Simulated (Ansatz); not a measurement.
H6GeSi, triplet, at the geometry of the source list (a higher spin typed on purpose: for a closed-shell molecule this is an excited state), atoms displaced at random by about 0.03 Å a coordinate; PBE/STO-3G, gradient run with Ansatz (an electronic-structure program).

Here is a job for Ansatz.
Ansatz 0.2 input:
```yaml
crystal:
  periodic: [false, false, false]
  atoms:
    - {symbol: Si, position_ang: [-1.21859916, 0.15344853, -0.00191656]}
    - {symbol: Ge, position_ang: [1.07676653, -0.07658454, -0.02659193]}
    - {symbol: H, position_ang: [-1.80576003, -0.77333001, 1.10132611]}
    - {symbol: H, position_ang: [-1.56665908, 1.51651506, 0.26868082]}
    - {symbol: H, position_ang: [-1.79366532, -0.27414809, -1.36884369]}
    - {symbol: H, position_ang: [1.64345893, -1.45140833, -0.53062213]}
    - {symbol: H, position_ang: [1.85333236, 0.92366411, -0.86174083]}
    - {symbol: H, position_ang: [1.74505775, 0.00520800, 1.29817851]}
basis:
  gaussian:
    orbitals: STO-3G
hamiltonian:
  xc: pbe
magnetization: {spin_polarized: true, initial_magnetization: 2}
output: {forces: true}
```

What the program printed (banner, timings and long lists left out):

```
Functional definition: PBE
358 factors; integrals over basis functions are off by at most 3.2e-5 eV
mean field evaluation 1: about -63629.9063 eV, gradient 1.7e2 eV
mean field evaluation 2: about -63662.6923 eV, gradient 6.6e1 eV
mean field evaluation 4: about -62978.2839 eV, gradient 2.6e2 eV
mean field evaluation 8: about -63691.9406 eV, gradient 5.2e1 eV
mean field evaluation 16: about -63725.8349 eV, gradient 7.2e-1 eV
mean field evaluation 32: about -63726.1022 eV, gradient 4.3e-6 eV
mean field evaluation 64: about -63725.9366 eV, gradient 3.8e0 eV
mean field evaluation 96: about -63725.7960 eV, gradient 7.6e-1 eV
mean field -63726.10215784 eV, -2341.8910591972 hartree, gradient 4.3e-6 eV, S^2 2.001008; 10 other end points of the search recorded, 0 dependent functions left out
the calculation of the forces begins
reference -63726.10217714 eV, -2341.8910599063 hartree; 27, 25 occupied and 6, 8 virtual orbitals, 358 factors
Total energy: -63726.10217714 eV, -2341.8910599063 hartree
Atom 0 at    -1.218599     0.153449    -0.001917 Å, force    -7.180975    -0.781440     0.715697 eV/Å
Atom 1 at     1.076767    -0.076585    -0.026592 Å, force     8.831122    -1.868689    -1.568711 eV/Å
Atom 2 at    -1.805760    -0.773330     1.101326 Å, force    -0.475126     0.707339    -0.578731 eV/Å
Atom 3 at    -1.566659     1.516515     0.268681 Å, force    -1.254977     0.901598     0.058568 eV/Å
Atom 4 at    -1.793665    -0.274148    -1.368844 Å, force     0.111217     0.554837     0.968039 eV/Å
Atom 5 at     1.643459    -1.451408    -0.530622 Å, force     0.567998     0.917854     0.579607 eV/Å
Atom 6 at     1.853332     0.923664    -0.861741 Å, force     0.163705    -0.297950     0.272759 eV/Å
Atom 7 at     1.745058     0.005208     1.298179 Å, force    -0.762964    -0.133550    -0.447229 eV/Å
Dipole moment:     0.168531     0.011587     0.041856 e Å
```
